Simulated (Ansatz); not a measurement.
Relaxation of H6O2SSi (10 atoms, charge 0, multiplicity 1), to a largest force component of 0.03 eV/Å in at most 50 steps.

Theory: Ansatz 0.2.0, RKS PBE-D4/6-31G*.

```xyz
10
Properties=species:S:1:pos:R:3
Si -0.070 -0.129 0.054
O -0.154 -0.324 1.723
H -1.059 -0.478 2.058
O 1.545 -0.202 -0.390
H 1.885 -1.118 -0.436
H -0.612 1.166 -0.439
H -0.810 -1.280 -0.585
S 1.529 2.502 1.428
H 2.307 1.593 0.774
H 0.972 1.512 2.216
```

Task: Where does it end, and by what steps?

Result: The forces met the threshold. After 44 steps the energy has fallen by 0.237 eV; S8 moved furthest, 1.79 Å.

```
step  energy less start (eV)  largest force component (eV/Å)  accepted
   0                  0.0000                           0.410       yes
   2                 -0.0424                           1.519        no
   4                 -0.0976                           0.136       yes
   6                 -0.1107                           0.303       yes
   8                 -0.1225                           0.136       yes
  10                 -0.1280                           0.230       yes
  12                 -0.1351                           0.140       yes
  14                 -0.1418                           0.201       yes
  16                 -0.1495                           0.315       yes
  18                 -0.1530                           0.103       yes
  20                 -0.1321                           1.081        no
  22                 -0.1633                           0.168        no
  24                 -0.1653                           0.076       yes
  26                 -0.1664                           0.140       yes
  28                 -0.1683                           0.323       yes
  30                 -0.1906                           0.164       yes
  32                 -0.1392                           1.049        no
  34                 -0.2183                           0.270       yes
  36                 -0.2259                           0.359       yes
  38                 -0.2331                           0.047       yes
  40                 -0.2354                           0.034       yes
  42                 -0.2365                           0.083       yes
  44                 -0.2370                           0.028       yes
```

```xyz
10
Properties=species:S:1:pos:R:3
Si -0.354 -0.337 -0.179
O -0.635 0.514 1.263
H -1.021 -0.050 1.961
O 1.113 0.110 -0.806
H 1.852 0.125 -0.153
H -1.347 0.027 -1.233
H -0.465 -1.799 0.175
S 2.587 1.171 2.002
H 2.586 2.368 1.361
H 1.218 1.114 2.011
```

Whether the end is a true minimum wasn't checked by a vibrational analysis.

Run time: 67 s on 1 thread of Intel(R) Xeon(R) 6975P-C (Granite Rapids), on a shared host, peak memory 0.13 GiB.
